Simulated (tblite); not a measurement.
Compound: C8H17Cl.
SMILES with atom numbers: `[CH3:1][CH2:2][C@@H:3]([CH3:4])[C@@:5]([CH3:6])([Cl:7])[CH2:8][CH3:9]` (hydrogens: H10, H11, H12 on C1; H13, H14 on C2; H15 on C3; H16, H17, H18 on C4; H19, H20, H21 on C6; H22, H23 on C8; H24, H25, H26 on C9)

Cartesian coordinates in Å at the GFN2-xTB level; atoms count from 1:
```
atom  x, y, z in Å
C1     3.169    0.586    0.335
C2     1.800    0.142    0.838
C3     0.751    0.092   -0.285
C4     0.916   -1.203   -1.084
C5    -0.692    0.276    0.237
C6    -1.083   -0.734    1.306
Cl7   -0.747    1.914    1.010
C8    -1.697    0.301   -0.920
C9    -3.131    0.636   -0.520
H10    3.885    0.592    1.154
H11    3.545   -0.081   -0.438
H12    3.115    1.592   -0.077
H13    1.889   -0.845    1.295
H14    1.478    0.845    1.608
H15    0.947    0.934   -0.960
H16    0.625   -2.066   -0.492
H17    1.958   -1.324   -1.366
H18    0.328   -1.190   -1.998
H19   -1.188   -1.722    0.862
H20   -0.336   -0.778    2.093
H21   -2.032   -0.457    1.757
H22   -1.694   -0.683   -1.394
H23   -1.356    1.032   -1.656
H24   -3.741    0.735   -1.415
H25   -3.170    1.574    0.027
H26   -3.561   -0.147    0.098
```

Calculated harmonic vibrations of the isolated species, GFN2-xTB (tblite), most abundant isotopes, no scaling. This tight-binding method is rough: wavenumbers can miss measured ones by several per cent, in bad cases by 10 to 20. One conformer, not necessarily the lowest.

Harmonic wavenumbers (cm⁻¹): 63.9, 81.3, 86.8, 153.7, 188.5, 204.6, 223.8, 241.1, 253.8, 285.1, 314.8, 331.1, 345.8, 349.7, 389.6, 462.3, 533.3, 648.6, 801.5, 817.8, 840.0, 890.7, 938.6, 989.8, 1004.6, 1023.3, 1039.3, 1068.0, 1086.9, 1097.2, 1120.9, 1152.1, 1165.6, 1193.8, 1213.8, 1265.1, 1265.5, 1312.2, 1321.7, 1341.9, 1364.1, 1401.7, 1411.9, 1413.6, 1420.4, 1471.2, 1481.4, 1485.8, 1494.8, 1500.3, 1501.8, 1504.1, 1509.7, 1514.3, 1516.0, 2925.7, 2972.8, 2975.8, 2986.1, 2995.2, 3028.6, 3030.3, 3032.4, 3037.3, 3038.6, 3040.8, 3043.8, 3045.2, 3049.3, 3052.1, 3054.3, 3058.4.

A = 1928, B = 934.5, C = 768.6 MHz; mass 148.102 u (most abundant isotopes); point group C1, symmetry number 1.

Problem. What is the zero-point energy?

Solution. Half the sum of the wavenumbers: 51233 cm⁻¹ = 146.48 kcal/mol.

Problem. Give the ideal-gas entropy at 298.15 K and 1 bar in the rigid-rotor, harmonic-oscillator model (classical rotation).

Solution. Translation 40.91, rotation 29.83, vibration 35.45: S = 106.2 cal/(mol K).

Problem. And Cp and H(298.15 K) − H(0)?

Solution. Cp = 46.13 cal/(mol K), of which vibrations give 38.18 (their classical limit is 72 R = 143.1); H(298.15 K) − H(0) = 8.18 kcal/mol without the zero-point energy, 5.81 from vibrations.

Problem. Which modes carry the vibrational entropy at 298.15 K?

Solution. 63.9 cm⁻¹: 4.33; 81.3 cm⁻¹: 3.86; 86.8 cm⁻¹: 3.73; 153.7 cm⁻¹: 2.63; 188.5 cm⁻¹: 2.24; 204.6 cm⁻¹: 2.09 cal/(mol K); the other 66 give 16.57 together.

Problem. How do the functions run with temperature in this model?

Solution. 
| T (K) | S (cal/(mol K)) | Cp (cal/(mol K)) | H − H(0) (kcal/mol) | G − H(0) (kcal/mol) | ln q(vib) |
| --- | --- | --- | --- | --- | --- |
| 100 | 71.0 | 21.7 | 1.37 | -5.73 | 1.61 |
| 200 | 90.3 | 34.6 | 4.22 | -13.83 | 4.80 |
| 300 | 106.5 | 46.4 | 8.26 | -23.68 | 8.10 |
| 500 | 135.9 | 70.5 | 20.00 | -47.97 | 14.61 |
| 800 | 175.1 | 96.4 | 45.33 | -94.79 | 24.08 |
| 1000 | 198.0 | 108.1 | 65.83 | -132.14 | 30.05 |

q(vib) and H(0) count from the zero-point level.

Hindered rotation and anharmonicity are outside this model. Other conformers, if any are populated, would add a mixing term that is left out. The structure is chiral; the term R ln 2 for an equal mix with its mirror image is left out.
